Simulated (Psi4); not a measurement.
H$_{2}$O, charge +1, doublet, geometry from GFN2-xTB (a state made from the parent by changing its charge; the spin is typed, not shown lowest); TPSS/def2-SVP (Psi4 1.11).

Here is a job for Psi4.
```
memory 2 GB

molecule {
1 2
O     0.00838048    0.00164066    0.09925610
H    -0.05320696    0.86638286   -0.40979171
H    -0.01383690   -0.87950812   -0.38425707
}

set {
  basis def2-svp
  reference uks
  df_basis_scf def2-universal-jkfit
}

energy('tpss')
print_variables()
```

Output, abridged:

```
   => Loading Basis Set <=

    Name: DEF2-SVP
    Role: ORBITAL
    Keyword: BASIS

         ---------------------------------------------------------
                                   SCF
               by Justin Turney, Rob Parrish, Andy Simmonett
                          and Daniel G. A. Smith
                              UKS Reference
         ---------------------------------------------------------

  ==> Geometry <==

    Molecular point group: cs
    Full point group: Cs

    Geometry (in Angstrom), charge = 1, multiplicity = 2:

       Center              X                  Y                   Z               Mass
    ------------   -----------------  -----------------  -----------------  -----------------
         O           -0.055738787369     0.000918277107     0.000000000000    15.994914619570
         H            0.456692210697     0.865855402171     0.000000000000     1.007825032230
         H            0.427922793349    -0.880429126231     0.000000000000     1.007825032230

  Running in cs symmetry.

  Rotational constants: A =     37.95504  B =     10.96714  C =      8.50858 [cm^-1]
  Rotational constants: A = 1137863.56299  B = 328786.65646  C = 255080.83074 [MHz]
  Nuclear repulsion =    8.724879987857495

  Charge       = 1
  Multiplicity = 2
  Electrons    = 9
  Nalpha       = 5
  Nbeta        = 4

  ==> Algorithm <==

  SCF Algorithm Type is DF.
  DIIS enabled.
  MOM disabled.
  Fractional occupation disabled.
  Guess Type is SAD.
  Energy threshold   = 1.00e-06
  Density threshold  = 1.00e-06
  Integral threshold = 1.00e-12

  ==> Primary Basis <==

  Basis Set: DEF2-SVP
    Blend: DEF2-SVP
    Number of shells: 12
    Number of basis functions: 24
    Number of Cartesian functions: 25
    Spherical Harmonics?: true
    Max angular momentum: 2

  ==> DFT Potential <==

   => LibXC <=

    Version 7.1.2
    S. Lehtola, C. Steigemann, M. J. T. Oliveira, and M. A. L. Marques,  SoftwareX 7, 1–5 (2018) (10.1016/j.softx.2017.11.002)

   => Composite Functional: TPSS <=

    TPSS Meta-GGA XC Functional

    J. Tao, et al., Phys. Rev. Lett., 91, 146401, 2003

    Deriv               =              1
    GGA                 =           TRUE
    Meta                =           TRUE

    Exchange Hybrid     =          FALSE
    MP2 Hybrid          =          FALSE

   => Exchange Functionals <=

    1.0000   XC_MGGA_X_TPSS

   => Correlation Functionals <=

    1.0000   XC_MGGA_C_TPSS

   => LibXC Density Thresholds  <==

[...]

   @Spin Contamination Metric:   2.646507968E-03
   @S^2 Expected:                7.500000000E-01
   @S^2 Observed:                7.526465080E-01
   @S   Expected:                5.000000000E-01
   @S   Observed:                5.000000000E-01

    Orbital Energies [Eh]
    ---------------------

    Alpha Occupied:

[...]
    Alpha Virtual:

[...]
      18Ap     3.170352

    Beta Occupied:

[...]
       4Ap    -0.744251

    Beta Virtual:

[...]
    Final Occupation by Irrep:
             Ap   App
    DOCC [     4,    0 ]
    SOCC [     0,    1 ]
    NA   [     4,    1 ]
    NB   [     4,    0 ]

  @DF-UKS Final Energy:   -75.91461144010424

   => Energetics <=

    Nuclear Repulsion Energy =              8.7248799878574950
    One-Electron Energy =                -117.3292057805274737
    Two-Electron Energy =                  41.6430339487137786
    DFT Exchange-Correlation Energy =      -8.9533195961480327
    Empirical Dispersion Energy =           0.0000000000000000
    VV10 Nonlocal Energy =                  0.0000000000000000
    Total Energy =                        -75.9146114401042382

  UHF NO Occupations:
  HONO-2 :    3 Ap 1.9996931
  HONO-1 :    4 Ap 1.9990972
  HONO-0 :    1App 1.0000000
  LUNO+0 :    5 Ap 0.0009028
  LUNO+1 :    6 Ap 0.0003069
  LUNO+2 :    7 Ap 0.0001139
  LUNO+3 :    8 Ap 0.0000001

Computation Completed

Properties will be evaluated at   0.000000,   0.000000,   0.000000 [a0]

Properties computed using the SCF density matrix

 Multipole Moments:

 ------------------------------------------------------------------------------------
     Multipole            Electronic (a.u.)      Nuclear  (a.u.)        Total (a.u.)
 ------------------------------------------------------------------------------------

 L = 1.  Multiply by 2.5417464519 to convert [e a0] to [Debye]
 Dipole X            :          0.0314445            0.8290317            0.8604763
 Dipole Y            :         -0.0005180           -0.0136580           -0.0141760
 Dipole Z            :          0.0000000            0.0000000            0.0000000
 Magnitude           :                                                    0.8605930

 ------------------------------------------------------------------------------------

  Variable Map:
  ----------------------------------------------------------------------------
[...]
  Array Variable Map:
  ----------------------------------------------------------------------------
[...]
[...]
```
